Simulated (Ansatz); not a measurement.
Reaction (homolysis of the C–Si bond): `C[SiH](F)CN` → `[CH2]N`• + `C[SiH]F`•

Gas-phase electronic energies from Ansatz, PBE0-D4/def2-TZVP geometries. CCSD(T)/CBS adds triple-zeta CCSD(T) − MP2 to the extrapolated MP2 energy (def2 sets, frozen cores). Functionals use def2-TZVPP. B3LYP here is the variant with VWN-RPA as its local correlation; programs differ in this. No spin–orbit coupling; open shells (•) take unrestricted orbitals. Each species was taken in one conformer, which may not be the lowest.

`C[SiH](F)CN`:

Z-matrix (Å, degrees):
```
C
Si 1 1.852
H 1 1.093 2 110.9
H 1 1.093 2 109.2 3 -119.2
H 1 1.092 2 111.6 3 120.9
F 2 1.609 1 109.2 3 -56.3
C 2 1.874 1 112.2 3 64.2
H 2 1.490 1 111.0 3 -173.9
N 7 1.463 2 107.2 1 69.6
H 7 1.100 2 111.4 1 -163.5
H 7 1.095 2 107.6 1 -47.2
H 9 1.012 7 110.7 2 68.5
H 9 1.012 7 111.5 2 -172.5
```

`[CH2]N`•:

Cartesian coordinates in Å:
```
C 0.042 -0.602 0.303
N -0.051 0.597 -0.385
H 0.977 -1.140 0.225
H -0.872 -1.168 0.424
H -0.876 1.144 -0.194
H 0.780 1.169 -0.373
```

`C[SiH]F`•:

```xyz
7

C     0.031   -0.506    0.641
Si   -0.372    0.311   -0.985
F     0.996    0.538   -1.800
H     0.462   -1.497    0.494
H    -0.878   -0.610    1.239
H     0.746    0.105    1.200
H    -0.985    1.659   -0.789
```

```
             level  ΔE (eV)  difference from CCSD(T)/CBS
            PBE-D4     3.41                        -0.31
          B3LYP-D4     3.41                        -0.31
           ωB97X-V     3.67                        -0.05
           ωB97M-V     3.71                        -0.01
            B2PLYP     3.45                        -0.27
               PBE     3.31                        -0.41
            r2SCAN     3.31                        -0.41
             B3LYP     3.26                        -0.46
     HF/def2-TZVPP     2.62                        -1.10
    MP2/def2-TZVPP     3.76                         0.04
   CCSD/def2-TZVPP     3.57                        -0.15
     HF/def2-QZVPP     2.61                        -1.11
    MP2/def2-QZVPP     3.79                         0.07
SCS-MP2/def2-QZVPP     3.79                         0.07
      HF/CBS(def2)     2.61                        -1.11
     MP2/CBS(def2)     3.83                         0.11
       CCSD(T)/CBS     3.72                            0
```

Largest T1 diagnostic among the species: 0.016.

From PBE to PBE0 (25 % exact exchange), in def2-TZVPP and without D4, ΔE moves by +0.08 eV. The D4 term adds +0.16 eV with B3LYP and +0.09 eV with PBE0; it sums over pairs of atoms, weighted by their polarisabilities, and B3LYP, whose exchange is more repulsive, gets the larger term. In def2-TZVPP, CCSD(T) changes the Hartree–Fock value by +1.01 eV (the triples alone add +0.07 eV) and MP2 by +1.13 eV; breaking electron pairs costs correlation energy, which Hartree–Fock lacks.
